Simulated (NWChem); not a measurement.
A calculation on BCl2F

SMILES: B(F)(Cl)Cl
```xyz
4

B      0.0000     0.0000     0.3575
F      0.0000     0.0000     1.6714
Cl     1.5302     0.0000    -0.4950
Cl    -1.5302     0.0000    -0.4950
```
Charge 0, spin multiplicity 1.

Program: NWChem. The geometry was optimised at B3LYP/def2-SVP, a minimum by its harmonic frequencies.

Symmetry labels belong to the abelian group C2v used in the runs, with the axes of the coordinates shown.

The Pople sets run with spherical d functions. The structure started from a generated list of species.

### Question
List the lowest 6 singlet excitations that TD-PBE/6-31+G* (spherical d) gives, with oscillator strengths.

### Answer
```tsv
state	symmetry	energy (eV)	wavelength (nm)	f
1	a2	6.01	206	0.000
2	b2	6.86	181	0.001
3	b1	7.11	174	0.132
4	b1	7.40	168	0.057
5	a2	7.87	158	0.000
6	a1	7.95	156	0.023
```
